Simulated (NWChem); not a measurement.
Basis-set convergence for AlF2I

```xyz
4

Al     0.0000     0.0000    -1.3501
F     -1.4144     0.0000    -2.1996
F      1.4144     0.0000    -2.1996
I      0.0000     0.0000     1.0782
```
Charge 0, spin multiplicity 1.

The numbers come from NWChem runs, not from measurements. All single points use one geometry, from PBE0/def2-SVP with def2 effective core potentials on I, a minimum by its harmonic frequencies.

Quantity: vertical ionisation energy at the level ΔMP2 (Δ: difference of total energies, the cation a doublet at the parent's geometry with its hole in an orbital of symmetry b1 (C2v labels); it is the state that the SCF runs reached, from PBE0 orbitals for Hartree-Fock references, and need not be the lowest).

Effective core potentials replace the inner electrons of I; spin-orbit coupling is left out. The correlated methods keep 11 core orbitals frozen. The structure started from a generated list of species. No SCF solution was tested for a lower state. Open-shell Hartree-Fock references start from PBE0 orbitals; any time given for them includes that run.

The cost column gives rough processor time relative to def2-SVP; each entry includes its own SCF.

```csv
basis,functions,vertical ionisation energy (eV),relative cost
def2-SVP,72,(withheld),1
def2-SVPD,105,(withheld),under 3
def2-TZVP,149,10.85,4
def2-TZVPP,154,10.84,4
def2-TZVPD,182,(withheld),10
```

Task: Some entries are withheld; supply them.

Result: 
- def2-SVP, vertical ionisation energy (eV): 10.60
- def2-SVPD, vertical ionisation energy (eV): 10.71
- def2-TZVPD, vertical ionisation energy (eV): 10.86
